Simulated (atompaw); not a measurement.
## Logarithmic derivatives: ytterbium (Yb), PAW (atompaw)

Yb, PAW, made with atompaw 4.2.0.5 (PBE, scalar-relativistic). Core [Kr] 4d10, reference 4f14 5s2 5p6 5d0 6s1 6p0 (charge +1). Waves: 5s (bound): rc 1.40 bohr; 6s (bound): rc 2.85 bohr; 5p (bound): rc 1.60 bohr; 6p (bound, empty): rc 2.85 bohr; 5d (bound, empty): rc 2.60 bohr; 5d channel at 3.9 Ry: rc 2.85 bohr; 4f (bound): rc 1.10 bohr; 4f channel at -0.35 Ry: rc 1.10 bohr. Local part: ultrasoft scheme with l = 4 at 1 Ry, radius 2.35 bohr. Core correction: smooth core density matched at 1.85 bohr. Augmentation charge: besselshape compensation charge, radius 2.75 bohr; PAW radius 2.85 bohr; waves and projectors: custom rrkj gramschmidtortho.

The phase is arctan(r·u′/u) with u = r·R(r), unwrapped; energies in Ry, scanned from -7 to 5 Ry. A pole is an energy at which the radial function vanishes at the test radius. The pseudo phase is shifted by a multiple of π to meet the all-electron one at the reference energy, and phase errors are pseudo minus all-electron; the curves can meet again beyond the range given. Levels narrower than the energy grid can be missing from the lists of poles.

Q: For each channel, where are the poles, and over which energies does the pseudopotential scatter like the atom?

A:

```tsv
channel	radius (bohr)	reference energy (Ry)	poles, all-electron	poles, pseudo	unbroken range about the reference energy with phases within 0.05 rad	phase error 1 Ry above the reference energy (rad)
s	2.86	-0.68	-4.51, 1.76	-4.51, 1.41	below 1.7	-0.018
p	2.86	-0.41	-2.40, 3.20	-2.40, 1.90	below 0.2	-0.153
d	2.86	-0.47	0.28	0.25	below 1.5	-0.016
f	2.86	-0.72	-0.69, 3.24	-0.69, 3.12	below 4.1	-0.000
```

Phases in the s channel:

```
E (Ry)  all-electron  pseudo
 -7.00         1.423   1.421
 -6.76         1.419   1.418
 -6.52         1.415   1.414
 -6.28         1.411   1.410
 -6.04         1.406   1.405
 -5.80         1.401   1.399
 -5.56         1.395   1.393
 -5.32         1.387   1.385
 -5.08         1.375   1.373
 -4.84         1.353   1.351
 -4.60         1.123   1.119
 -4.36        -1.717  -1.718
 -4.12        -1.751  -1.753
 -3.88        -1.768  -1.770
 -3.64        -1.782  -1.784
 -3.40        -1.795  -1.798
 -3.16        -1.810  -1.812
 -2.92        -1.826  -1.829
 -2.68        -1.846  -1.849
 -2.44        -1.869  -1.872
 -2.20        -1.898  -1.901
 -1.96        -1.936  -1.939
 -1.72        -1.986  -1.990
 -1.48        -2.058  -2.061
 -1.24        -2.167  -2.170
 -1.00        -2.349  -2.351
 -0.76        -2.680  -2.681
 -0.52        -3.238  -3.240
 -0.28        -3.811  -3.820
 -0.04        -4.161  -4.175
  0.20        -4.354  -4.370
  0.44        -4.468  -4.488
  0.68        -4.544  -4.567
  0.92        -4.598  -4.625
  1.16        -4.639  -4.671
  1.40        -4.672  -4.711
  1.64        -4.700  -4.748
  1.88        -4.724  -4.785
  2.12        -4.746  -4.826
  2.36        -4.767  -4.875
  2.60        -4.788  -4.943
  2.84        -4.809  -5.053
  3.08        -4.831  -5.274
  3.32        -4.855  -5.871
  3.56        -4.883  -6.899
  3.80        -4.916  -7.371
  4.04        -4.957  -7.553
  4.28        -5.013  -7.646
  4.52        -5.092  -7.703
  4.76        -5.215  -7.742
  5.00        -5.431  -7.772
```
